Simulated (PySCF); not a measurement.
NICS in isomers of C5H8N2O.

Probes without a nucleus sit at each ring's centroid and 1 Å off its mean plane on both sides; NICS is minus the shielding there, NICSzz its component along the normal. Level: GIAO PBE0/pcSseg-1 (PySCF, non-relativistic, gas phase) on the GFN2-xTB geometries, one conformer each. Atom numbers follow the mapped SMILES.

Question: Order these rings by mean NICS(1)zz, lowest (most negative) first (ppm).
A. ring C3–N4–N5–C6–O8 in `[CH3:1][CH2:2][c:3]1[n:4][n:5][c:6]([CH3:7])[o:8]1`
B. ring C3–C4–N5–N6–C7 in `[CH3:1][O:2][c:3]1[cH:4][nH:5][n:6][c:7]1[CH3:8]`
C. ring C4–N5–C6–C7–N8 in `[CH3:1][CH2:2][O:3][c:4]1[n:5][cH:6][cH:7][nH:8]1`

Answer: B (-28.7), C (-26.1), A (-25.0).

| SMILES | ring | NICS(0) | NICS(1) | NICS(1)zz | HOMA | rms pucker (Å) | ring atoms with four or more neighbours |
| --- | --- | --- | --- | --- | --- | --- | --- |
| COc1c[nH]nc1C | 5-membered ring with 2 N; formal bonds all aromatic | -14.3 | -11.6 | -28.7 | 0.92 | 0.00 | 0 |
| CCOc1ncc[nH]1 | 5-membered ring with 2 N; formal bonds all aromatic | -13.0 | -9.8 | -26.1 | 0.87 | 0.00 | 0 |
| CCc1nnc(C)o1 | 5-membered ring with 2 N and O; formal bonds all aromatic | -9.2 | -9.9 | -25.0 | 0.36 | 0.00 | 0 |

NICS(0) gives the same order. The isotropic NICS(1) gives another order. HOMA uses Krygowski's 1993 parameters. NICS(1) and NICS(1)zz are means over the two faces.
